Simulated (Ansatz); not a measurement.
CH2I (SMILES [CH2]I) moved off its minimum; all values from Ansatz (an electronic-structure program), cores frozen in correlated methods. Open shells are unrestricted. Elements past Kr take the def2 small-core potentials, without spin–orbit coupling.
(charge 0, multiplicity 2)
```xyz
4

C     -1.89128    -0.04216     0.05476
I      0.22844     0.06546    -0.04904
H     -2.29128     0.90555    -0.03134
H     -2.22594    -0.92990    -0.06843
```

Give the forces (eV/Å), the total energy and the dipole at CCSD(T)/def2-TZVPPD.


```tsv
atom	Fx	Fy	Fz
C1	4.742	4.340	0.888
I2	-0.801	-0.118	0.087
H3	-1.273	1.348	-0.159
H4	-2.668	-5.570	-0.816
```
Energy -335.9692 hartree, dipole 0.91 D.
